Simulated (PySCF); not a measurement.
A side-by-side comparison of computed properties.

First species: C7H11ClSi2.
SMILES: `C1CC1[Si@H]1C=C[SiH2]C(=C1)Cl`

Second species: Methallyl acetate, C6H10O2.
Z-matrix (Å and degrees, GFN2-xTB geometry), rows numbered from 1:
```
C 
C   1  1.3220
C   2  1.4971  1  123.72
C   2  1.5082  1  121.40  3   179.92
O   4  1.4311  2  111.68  1   126.89
C   5  1.3370  4  117.31  2   -86.03
C   6  1.5080  5  110.59  4   179.81
O   6  1.2013  5  124.22  4    -1.34
H   1  1.0760  2  121.92  3   179.10
H   1  1.0766  2  121.62  3    -0.76
H   3  1.0861  2  111.03  1    -1.60
H   3  1.0893  2  109.88  1  -122.27
H   3  1.0897  2  110.21  1   119.38
H   4  1.0943  2  110.51  1  -116.82
H   4  1.0940  2  110.41  1     5.24
H   7  1.0865  6  109.49  5  -139.09
H   7  1.0854  6  110.35  5   -16.87
H   7  1.0883  6  108.64  5   102.93
```

Levels: PBE0/pcSseg-1 for dipole moment, HOMO energy, LUMO energy and HOMO–LUMO gap; GFN2-xTB for rotational constant A and rotational constant C. Geometries: GFN2-xTB. Each species is one conformer at its optimised geometry, gas phase, non-relativistic unless stated; the electronic structure was computed with PySCF and density fitting.

The conformers computed, where there is a choice (atom-mapped SMILES and torsion angles):
- `[Cl:1][C:2]1=[CH:3][Si@@H:4]([CH:5]2[CH2:6][CH2:7]2)[CH:8]=[CH:9][SiH2:10]1`: C3–Si4–C5–C6 -83°
- `[CH2:1]=[C:2]([CH3:3])[CH2:4][O:5][C:6]([CH3:7])=[O:8]`: C1–C2–C4–O5 127°, C2–C4–O5–C6 -86°, C4–O5–C6–C7 180°

Problem. Which of the two has the higher dipole moment, and by how much?

Solution. The first: 2.35 D against 1.99 D, a difference of 0.36 D.

Problem. Which has the higher rotational constant A?

Solution. The second: 3.702 GHz against 1.374 GHz, a difference of 2.328 GHz.

Problem. Which has the higher LUMO energy?

Solution. The second: 0.24 eV against -1.01 eV, a difference of 1.25 eV.

Problem. Which of the two has the higher HOMO–LUMO gap, and by how much?

Solution. The second: 7.65 eV against 6.49 eV, a difference of 1.16 eV.

Problem. Which of the two has the higher rotational constant C, and by how much?

Solution. The second: 1.139 GHz against 0.387 GHz, a difference of 0.752 GHz.

Problem. Which of the two has the higher HOMO energy, and by how much?

Solution. The second: -7.41 eV against -7.50 eV, a difference of 0.09 eV.

On the first: The dipole matches unit charges of opposite sign 0.49 Å apart (1 e·Å = 4.8032 D).

On the second: A dipole of 1.99 D is allowed in C1, and pure rotational transitions are dipole-allowed. The dipole equals about 6.6 × 10⁻³⁰ C·m (1 D = 3.33564 × 10⁻³⁰ C·m).
